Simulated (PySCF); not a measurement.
# Radial density of P (phosphorus, neutral)

UHF, [Ne] 3s2 3p2 4s1, high-spin 4P determinant (an excited configuration). Computed with PySCF 2.14 in aug-cc-pV(Q+d)Z (7s6p5d3f2g, 89 functions), with no relativity, point nucleus.

| r (bohr) | 4πr²ρ (e/bohr) | 4πr²(ρα − ρβ) |
| --- | --- | --- |
| 0.00163 | 0.06986 | 0.0000 |
| 0.00275 | 0.1912 | 0.0001 |
| 0.00462 | 0.5114 | 0.0002 |
| 0.00777 | 1.317 | 0.0004 |
| 0.0131 | 3.178 | 0.0010 |
| 0.0220 | 6.890 | 0.0023 |
| 0.0370 | 12.49 | 0.0052 |
| 0.0622 | 16.89 | 0.0130 |
| 0.105 | 14.86 | 0.0419 |
| 0.176 | 10.77 | 0.1265 |
| 0.296 | 14.77 | 0.2130 |
| 0.498 | 13.52 | 0.0694 |
| 0.838 | 3.902 | 0.1196 |
| 1.41 | 2.351 | 0.9485 |
| 2.37 | 1.472 | 0.7978 |
| 3.99 | 0.3283 | 0.2848 |
| 6.71 | 0.1752 | 0.1750 |
| 11.3 | 0.001705 | 0.0017 |

The outer electron is Rydberg-like, and this basis confines it to a smaller radius and binds it less than a complete one would.
